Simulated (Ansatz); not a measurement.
Geometry optimisation, Ansatz 0.2.0, RKS PBE0-D4/def2-SVP.

input.yaml

```yaml
crystal:
  periodic: [false, false, false]
  atoms:
    - { symbol: Ge, position_ang: [-0.19643, -0.176866, -0.121794] }
    - { symbol: F, position_ang: [-0.244505, -0.328327, 1.58153] }
    - { symbol: H, position_ang: [1.254619, 0.011507, -0.553607] }
    - { symbol: Cl, position_ang: [-1.375128, 1.529864, -0.664586] }
    - { symbol: H, position_ang: [-0.900412, -1.421526, -0.671842] }
    - { symbol: P, position_ang: [1.140669, 2.769686, 1.182841] }
    - { symbol: H, position_ang: [2.4117, 2.780085, 1.84786] }
    - { symbol: H, position_ang: [1.701876, 2.20992, -0.005079] }
    - { symbol: H, position_ang: [0.78601, 1.519257, 1.757977] }
basis:
  gaussian: { orbitals: def2-SVP }
hamiltonian:
  xc: pbe0
  dispersion: d4
relax:
  f_tol: 0.03
  max_steps: 50
```

Run as:

```bash
$ ansatz run input.yaml --threads 2 --pin off --max-ram 3072MiB --backend cpu --events-out ev --progress --plain --runs-dir out
```

Where does it end, and by what steps?

The forces met the threshold. The force dipped under the threshold on the way, but the program's further checks kept it going. After 12 steps the energy has fallen by 0.160 eV; H3 moved furthest, 0.70 Å.

```
step  energy less start (eV)  largest force component (eV/Å)  accepted
   0                  0.0000                           1.091       yes
   1                 -0.1306                           0.347       yes
   2                 -0.1516                           0.144       yes
   3                 -0.1531                           0.171       yes
   4                 -0.1575                           0.065       yes
   5                 -0.1583                           0.038       yes
   6                 -0.1591                           0.004       yes
   7                 -0.1597                           0.064       yes
   8                 -0.1599                           0.046       yes
   9                 -0.1600                           0.025       yes
  10                 -0.1602                           0.016       yes
  11                 -0.1603                           0.040       yes
  12                 -0.1604                           0.029       yes
```

```xyz
9
Properties=species:S:1:pos:R:3
Ge -0.317 -0.470 -0.297
F -0.083 -0.483 1.425
H 1.070 -0.540 -0.941
Cl -1.230 1.411 -0.773
H -1.301 -1.596 -0.621
P 1.265 3.114 1.397
H 2.521 3.055 2.079
H 1.809 2.562 0.195
H 0.845 1.841 1.888
```

Whether the end is a true minimum wasn't checked by a vibrational analysis.

Time of the run: 45 s on 2 threads of Arm Neoverse V1, with other jobs on the host, peak memory 0.26 GiB.
